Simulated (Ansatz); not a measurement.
Harmonic frequencies (cm⁻¹) at PBE0-D4/def2-TZVP from Ansatz: 58, 106, 294, 303, 364, 587, 688, 840, 842, 909, 1103, 1170, 1321, 1340, 1436, 1436, 1457, 1461, 3026, 3028, 3099, 3100, 3147, 3148.

Task: Which molecule is it?
A. `CC(=O)OB(F)F`
B. `C[B](Cl)[GeH3]`
C. `BCCCl`
D. `CB(C)Cl`

Result: D.
